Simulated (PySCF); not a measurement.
# Magnetic susceptibility: `C=CS[SiH2]N[SiH3]`, C2H9NSSi2

Geometry:
```csv
atom,x (Å),y (Å),z (Å)
C1,-1.681,1.224,-0.788
C2,-2.474,0.284,-0.266
S3,-2.023,-1.248,0.491
Si4,-0.016,-0.911,1.193
N5,1.170,-0.746,-0.062
Si6,2.402,0.472,-0.265
H7,-2.120,2.132,-1.208
H8,-0.595,1.120,-0.827
H9,-3.562,0.411,-0.280
H10,0.189,-2.132,2.026
H11,0.049,0.335,2.006
H12,1.165,-1.491,-0.756
H13,2.193,1.494,0.801
H14,3.782,-0.094,-0.144
H15,2.301,1.124,-1.609
```

Method: GIAO B3LYP/pcSseg-1 magnetisability, rotational g tensor and spin-rotation constants, non-relativistic, gas phase in PySCF. Geometry: PBE0-D3(BJ)/def2-SVP.

Problem. How diamagnetic is it, and how anisotropic?

Solution. Isotropic -1281 × 10⁻³⁰ J/T², or -77.1 × 10⁻⁶ cm³/mol; principal values -1355, -1249, -1238 × 10⁻³⁰ J/T², anisotropy 112 × 10⁻³⁰ J/T² (root of half the summed squared differences of the principal values). The susceptibility is in cgs units.

Problem. Split it along the inertial axes a, b, c into diamagnetic and paramagnetic parts about the centre of mass, with the quadrupole moment.

Solution. 
```tsv
axis	χ (10⁻⁶ cm³/mol)	diamagnetic (10⁻⁶ cm³/mol)	paramagnetic (10⁻⁶ cm³/mol)	summed x² of all electrons (Å²)	quadrupole Θ (D Å)
a	-77.1	-531.7	454.6	269.0	-1.35
b	-79.4	-1257.2	1177.8	98.0	+1.26
c	-75.0	-1556.7	1481.7	27.4	+0.09
```
Anisotropies 2χaa − χbb − χcc = +0.2 and 2χbb − χaa − χcc = -6.7 × 10⁻⁶ cm³/mol. Θ is traceless in Buckingham's convention.

Problem. And the rotational g tensor?

Solution. 
| axis | rotational constant (GHz) | g | nuclear part | electronic part |
| --- | --- | --- | --- | --- |
| a | 3.0645 | -0.0459 | 0.6086 | -0.6545 |
| b | 1.0356 | -0.0151 | 0.5579 | -0.5731 |
| c | 0.8254 | -0.0135 | 0.5611 | -0.5746 |

Asymmetric top; isotopes 12C, 1H, 14N, 32S, 28Si; no vibrational averaging.
